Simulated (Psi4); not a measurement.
C3H5 (SMILES [CH2]C=C), doublet, at a GFN2-xTB geometry. Base run: Psi4 1.11 with PBE/def2-SVP.

The Psi4 input:
```
memory 2 GB

molecule mol {
0 2
  C     1.219304   -0.012559   -0.151920
  C    -0.050356    0.420887    0.136223
  H     1.396419   -1.020277   -0.484940
  H     2.071795    0.634233   -0.055479
  H    -0.172892    1.445064    0.467704
  C    -1.174911   -0.358483    0.031830
  H    -2.150568    0.024173    0.268577
  H    -1.108971   -1.382263   -0.292658
}

set basis def2-svp
set reference uks

energy('pbe')
print_variables()
```

The base run was repeated with changes; each row names its change, and settings that it needs were set with it.

```json
[
 {"change": "base", "ΔE vs base (mEh)": "0.000", "SCF cycles": "9", "grid points": "172620", "basis functions": "67"},
 {"change": "level_shift = 0.3", "ΔE vs base (mEh)": "0.000", "SCF cycles": "9", "grid points": "172620", "basis functions": "67"},
 {"change": "diis_max_vecs = 15", "ΔE vs base (mEh)": "0.000", "SCF cycles": "9", "grid points": "172620", "basis functions": "67"},
 {"change": "diis_max_vecs = 3", "ΔE vs base (mEh)": "0.000", "SCF cycles": "11", "grid points": "172620", "basis functions": "67"},
 {"change": "dft_basis_tolerance = 1e-8", "ΔE vs base (mEh)": "0.000", "SCF cycles": "9", "grid points": "171175", "basis functions": "67"},
 {"change": "guess = sadno", "ΔE vs base (mEh)": "0.000", "SCF cycles": "9", "grid points": "172620", "basis functions": "67"},
 {"change": "dft_pruning_scheme = robust", "ΔE vs base (mEh)": "0.000", "SCF cycles": "9", "grid points": "118746", "basis functions": "67"},
 {"change": "dft_radial_scheme = becke", "ΔE vs base (mEh)": "0.000", "SCF cycles": "9", "grid points": "152319", "basis functions": "67"},
 {"change": "dft_nuclear_scheme = stratmann", "ΔE vs base (mEh)": "-0.004", "SCF cycles": "9", "grid points": "160054", "basis functions": "67"},
 {"change": "e_convergence = 1e-4", "ΔE vs base (mEh)": "0.000", "SCF cycles": "9", "grid points": "172620", "basis functions": "67"},
 {"change": "scf_type = disk_df", "ΔE vs base (mEh)": "0.000", "SCF cycles": "9", "grid points": "172620", "basis functions": "67"},
 {"change": "scf_type = cd", "ΔE vs base (mEh)": "-0.152", "SCF cycles": "10", "grid points": "172620", "basis functions": "67"},
 {"change": "scf_initial_accelerator = ediis", "ΔE vs base (mEh)": "0.000", "SCF cycles": "9", "grid points": "172620", "basis functions": "67"}
]
```

Open shells are given as the SCF converged; they aren't shown to be the lowest states, and a large step between rows can be another state.
